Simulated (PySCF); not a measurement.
C4H6O4Zn, triplet, at the geometry of the source list (a higher spin typed on purpose: for a closed-shell molecule this is an excited state); HF/STO-3G (PySCF).

The PySCF input:
```python
from pyscf import gto, scf

mol = gto.M(
    atom='''
Zn   -0.01240000   -0.00290000   -0.00260000
C     0.10480000    2.30970000   -2.95830000
C     0.05770000    1.37670000   -1.78380000
O    -0.47040000    0.24540000   -1.89430000
O     0.53630000    1.73330000   -0.67910000
H     0.97560000    2.95270000   -2.87890000
H     0.11610000    1.73880000   -3.88120000
H    -0.79110000    2.92710000   -2.93570000
C    -0.07950000   -2.30380000    2.96360000
C    -0.05920000   -1.37710000    1.78350000
O    -1.01050000   -0.58620000    1.58270000
O     0.90790000   -1.40100000    0.98290000
H     0.93720000   -2.51260000    3.28130000
H    -0.66350000   -1.86480000    3.76610000
H    -0.54900000   -3.23550000    2.65380000
''',
    basis='sto-3g',
    spin=2,
    verbose=4,
    symmetry=True,
)

mf = scf.UHF(mol)
mf.kernel()
mf.analyze()
```

It wrote (shortened):

```
PySCF version 2.14.0

[INPUT] verbose = 4
[INPUT] num. atoms = 15
[INPUT] num. electrons = 92
[INPUT] charge = 0
[INPUT] spin (= nelec alpha-beta = 2S) = 2
[INPUT] symmetry True subgroup None
[INPUT] Mole.unit = angstrom
[INPUT] Symbol           X                Y                Z      unit          X                Y                Z       unit  Magmom
[...]
nuclear repulsion = 753.193755301265
point group symmetry = C1
symmetry origin: [0. 0. 0.]
symmetry axis x: [1. 0. 0.]
symmetry axis y: [0. 1. 0.]
symmetry axis z: [0. 0. 1.]
num. orbitals of irrep A = 64
number of shells = 38
number of NR pGTOs = 192
number of NR cGTOs = 64
basis = sto-3g
ecp = {}

******** <class 'pyscf.scf.uhf.UHF'> ********
method = UHF
initial guess = minao
damping factor = 0
level_shift factor = 0
DIIS = <class 'pyscf.scf.diis.CDIIS'>
diis_start_cycle = 1
diis_space = 8
diis_damp = 0
SCF conv_tol = 1e-09
SCF conv_tol_grad = None
SCF max_cycles = 50
direct_scf = True
direct_scf_tol = 1e-13
number electrons alpha = 47  beta = 45
Set gradient conv threshold to 3.16228e-05
init E= -2206.05460469232

cycle= 1 E= -2205.39328753623  delta_E= 0.661  |g|= 0.768  |ddm|= 3.87
cycle= 2 E= -2205.77237592546  delta_E= -0.379  |g|= 0.33  |ddm|= 1.37
cycle= 3 E= -2205.83205517739  delta_E= -0.0597  |g|= 0.0469  |ddm|= 0.413
cycle= 4 E= -2205.83468993367  delta_E= -0.00263  |g|= 0.0105  |ddm|= 0.107
cycle= 5 E= -2205.83499227027  delta_E= -0.000302  |g|= 0.00725  |ddm|= 0.0391
cycle= 6 E= -2205.83519206266  delta_E= -0.0002  |g|= 0.00483  |ddm|= 0.0376
cycle= 7 E= -2205.83532548307  delta_E= -0.000133  |g|= 0.00307  |ddm|= 0.0424
cycle= 8 E= -2205.83539560801  delta_E= -7.01e-05  |g|= 0.00241  |ddm|= 0.0341
cycle= 9 E= -2205.8354555348  delta_E= -5.99e-05  |g|= 0.00222  |ddm|= 0.0335
cycle= 10 E= -2205.83561126505  delta_E= -0.000156  |g|= 0.00176  |ddm|= 0.107
cycle= 11 E= -2205.83567335949  delta_E= -6.21e-05  |g|= 0.00152  |ddm|= 0.0589
cycle= 12 E= -2205.83571301808  delta_E= -3.97e-05  |g|= 0.00132  |ddm|= 0.0471
cycle= 13 E= -2205.83573622722  delta_E= -2.32e-05  |g|= 0.00121  |ddm|= 0.0342
cycle= 14 E= -2205.83574750904  delta_E= -1.13e-05  |g|= 0.00115  |ddm|= 0.0129
cycle= 15 E= -2205.8357618624  delta_E= -1.44e-05  |g|= 0.0011  |ddm|= 0.0185
cycle= 16 E= -2205.8357700062  delta_E= -8.14e-06  |g|= 0.00107  |ddm|= 0.00662
cycle= 17 E= -2205.83578338821  delta_E= -1.34e-05  |g|= 0.00103  |ddm|= 0.011
cycle= 18 E= -2205.83579990194  delta_E= -1.65e-05  |g|= 0.000976  |ddm|= 0.0144
cycle= 19 E= -2205.83582266562  delta_E= -2.28e-05  |g|= 0.000923  |ddm|= 0.0209
cycle= 20 E= -2205.83583846014  delta_E= -1.58e-05  |g|= 0.000887  |ddm|= 0.0175
cycle= 21 E= -2205.83584852588  delta_E= -1.01e-05  |g|= 0.000872  |ddm|= 0.0105
cycle= 22 E= -2205.83585675069  delta_E= -8.22e-06  |g|= 0.000864  |ddm|= 0.00943
cycle= 23 E= -2205.83586097406  delta_E= -4.22e-06  |g|= 0.000862  |ddm|= 0.00428
cycle= 24 E= -2205.83586288601  delta_E= -1.91e-06  |g|= 0.000862  |ddm|= 0.00184
cycle= 25 E= -2205.83586205796  delta_E= 8.28e-07  |g|= 0.000861  |ddm|= 0.000859
cycle= 26 E= -2205.83586157417  delta_E= 4.84e-07  |g|= 0.000859  |ddm|= 0.00173
cycle= 27 E= -2205.83586263793  delta_E= -1.06e-06  |g|= 0.000856  |ddm|= 0.00253
cycle= 28 E= -2205.83586605577  delta_E= -3.42e-06  |g|= 0.000852  |ddm|= 0.00584
cycle= 29 E= -2205.83586972838  delta_E= -3.67e-06  |g|= 0.000848  |ddm|= 0.00538
cycle= 30 E= -2205.83587265447  delta_E= -2.93e-06  |g|= 0.000845  |ddm|= 0.00463
cycle= 31 E= -2205.83587627428  delta_E= -3.62e-06  |g|= 0.00084  |ddm|= 0.00544
cycle= 32 E= -2205.83588050857  delta_E= -4.23e-06  |g|= 0.000834  |ddm|= 0.00574
cycle= 33 E= -2205.83588309827  delta_E= -2.59e-06  |g|= 0.000833  |ddm|= 0.00294
cycle= 34 E= -2205.83588339774  delta_E= -2.99e-07  |g|= 0.000833  |ddm|= 0.000289
cycle= 35 E= -2205.83588280955  delta_E= 5.88e-07  |g|= 0.000832  |ddm|= 0.000829
cycle= 36 E= -2205.83588163248  delta_E= 1.18e-06  |g|= 0.000824  |ddm|= 0.00363
cycle= 37 E= -2205.83588088343  delta_E= 7.49e-07  |g|= 0.000814  |ddm|= 0.00822
cycle= 38 E= -2205.83588014697  delta_E= 7.36e-07  |g|= 0.000805  |ddm|= 0.0093
cycle= 39 E= -2205.83587940298  delta_E= 7.44e-07  |g|= 0.000801  |ddm|= 0.00486
cycle= 40 E= -2205.83587797279  delta_E= 1.43e-06  |g|= 0.000794  |ddm|= 0.00582
cycle= 41 E= -2205.83587731772  delta_E= 6.55e-07  |g|= 0.000784  |ddm|= 0.00581
cycle= 42 E= -2205.83587765594  delta_E= -3.38e-07  |g|= 0.000776  |ddm|= 0.00475
cycle= 43 E= -2205.83587965966  delta_E= -2e-06  |g|= 0.000768  |ddm|= 0.00575
cycle= 44 E= -2205.83588238866  delta_E= -2.73e-06  |g|= 0.000766  |ddm|= 0.00521
cycle= 45 E= -2205.83588272974  delta_E= -3.41e-07  |g|= 0.000766  |ddm|= 0.000556
cycle= 46 E= -2205.83588138803  delta_E= 1.34e-06  |g|= 0.000765  |ddm|= 0.00273
cycle= 47 E= -2205.83588129367  delta_E= 9.44e-08  |g|= 0.000764  |ddm|= 0.000459
cycle= 48 E= -2205.83588159248  delta_E= -2.99e-07  |g|= 0.000765  |ddm|= 0.000772
cycle= 49 E= -2205.8358807253  delta_E= 8.67e-07  |g|= 0.000764  |ddm|= 0.00182
cycle= 50 E= -2205.83587813764  delta_E= 2.59e-06  |g|= 0.000759  |ddm|= 0.00499
SCF not converged.
SCF energy = -2205.83587813764 after 50 cycles  <S^2> = 2.014916  2S+1 = 3.0099276
**** SCF Summaries ****
Total Energy =                       -2205.835878137642794
Nuclear Repulsion Energy =             753.193755301265128
One-electron Energy =                -4580.340852843178254
Two-electron Energy =                 1621.311219404270332
Two-electron Coulomb Energy =         1748.142042566979853
DFT Exchange-Correlation Energy =     -126.830823162709521
**** MO energy ****
                             alpha | beta                alpha | beta
[...]
To work with the spin densities directly, `use mulliken_meta_spin()` only printing them here.

 ** Mulliken spin pop alpha/beta on meta-lowdin orthogonal AOs **
 ** Mulliken Spin Density (per AO)  **
spin_pop of  0 Zn 1s        0.00000
spin_pop of  0 Zn 2s        0.00002
spin_pop of  0 Zn 3s        0.00016
spin_pop of  0 Zn 4s        0.50142
spin_pop of  0 Zn 2px      -0.00000
spin_pop of  0 Zn 2py      -0.00000
spin_pop of  0 Zn 2pz      -0.00000
spin_pop of  0 Zn 3px       0.00009
spin_pop of  0 Zn 3py       0.00012
spin_pop of  0 Zn 3pz       0.00017
spin_pop of  0 Zn 4px       0.03885
spin_pop of  0 Zn 4py      -0.00782
spin_pop of  0 Zn 4pz      -0.02348
spin_pop of  0 Zn 3dxy      0.03001
spin_pop of  0 Zn 3dyz      0.06040
spin_pop of  0 Zn 3dz^2     0.71295
spin_pop of  0 Zn 3dxz      0.08640
spin_pop of  0 Zn 3dx2-y2    0.18876
spin_pop of  1 C 1s       -0.00000
spin_pop of  1 C 2s        0.00436
spin_pop of  1 C 2px       0.00150
spin_pop of  1 C 2py       0.00635
spin_pop of  1 C 2pz       0.00867
spin_pop of  2 C 1s        0.00000
spin_pop of  2 C 2s       -0.00487
spin_pop of  2 C 2px      -0.01093
spin_pop of  2 C 2py      -0.00716
spin_pop of  2 C 2pz      -0.00508
spin_pop of  3 O 1s        0.00000
spin_pop of  3 O 2s        0.01493
spin_pop of  3 O 2px       0.02708
spin_pop of  3 O 2py       0.02751
spin_pop of  3 O 2pz       0.07758
spin_pop of  4 O 1s        0.00000
spin_pop of  4 O 2s        0.00957
spin_pop of  4 O 2px      -0.01210
spin_pop of  4 O 2py       0.05099
spin_pop of  4 O 2pz       0.02358
spin_pop of  5 H 1s       -0.00189
spin_pop of  6 H 1s       -0.00179
spin_pop of  7 H 1s       -0.00104
spin_pop of  8 C 1s       -0.00000
spin_pop of  8 C 2s        0.00447
spin_pop of  8 C 2px       0.00174
spin_pop of  8 C 2py       0.00662
spin_pop of  8 C 2pz       0.00867
spin_pop of  9 C 1s        0.00000
spin_pop of  9 C 2s       -0.00541
spin_pop of  9 C 2px      -0.00981
spin_pop of  9 C 2py      -0.01108
spin_pop of  9 C 2pz      -0.00830
spin_pop of  10 O 1s        0.00000
spin_pop of  10 O 2s        0.01556
spin_pop of  10 O 2px       0.02201
spin_pop of  10 O 2py       0.05074
spin_pop of  10 O 2pz       0.06966
spin_pop of  11 O 1s        0.00000
spin_pop of  11 O 2s        0.00898
spin_pop of  11 O 2px      -0.00134
spin_pop of  11 O 2py       0.03451
spin_pop of  11 O 2pz       0.02280
spin_pop of  12 H 1s       -0.00190
spin_pop of  13 H 1s       -0.00183
spin_pop of  14 H 1s       -0.00145
 ** Mulliken Spin Density (per atom)  **
spin density of  0 Zn =      1.58806
spin density of  1 C =      0.02088
spin density of  2 C =     -0.02803
spin density of  3 O =      0.14710
spin density of  4 O =      0.07205
spin density of  5 H =     -0.00189
spin density of  6 H =     -0.00179
spin density of  7 H =     -0.00104
spin density of  8 C =      0.02150
spin density of  9 C =     -0.03459
spin density of  10 O =      0.15797
spin density of  11 O =      0.06495
spin density of  12 H =     -0.00190
spin density of  13 H =     -0.00183
spin density of  14 H =     -0.00145
 ** Mulliken pop alpha/beta on meta-lowdin orthogonal AOs **
 ** Mulliken pop       alpha | beta **
In total            47.00000 | 45.00000
 ** Mulliken atomic charges   ( Nelec_alpha | Nelec_beta ) **
charge of  0Zn =      1.24349  (    15.17228     13.58422 )
charge of  1C =     -0.14106  (     3.08097      3.06009 )
charge of  2C =      0.25810  (     2.85693      2.88496 )
charge of  3O =     -0.43503  (     4.29106      4.14396 )
charge of  4O =     -0.46975  (     4.27090      4.19885 )
charge of  5H =      0.05416  (     0.47198      0.47386 )
charge of  6H =      0.05482  (     0.47169      0.47349 )
charge of  7H =      0.05627  (     0.47134      0.47238 )
charge of  8C =     -0.14102  (     3.08126      3.05976 )
charge of  9C =      0.25837  (     2.85352      2.88811 )
charge of  10O =     -0.43197  (     4.29497      4.13700 )
charge of  11O =     -0.47184  (     4.26839      4.20344 )
charge of  12H =      0.05415  (     0.47198      0.47387 )
charge of  13H =      0.05499  (     0.47159      0.47342 )
charge of  14H =      0.05630  (     0.47112      0.47257 )
Dipole moment(X, Y, Z, Debye):  0.66150,  0.09588,  0.11019
```

Convergence was not reached.
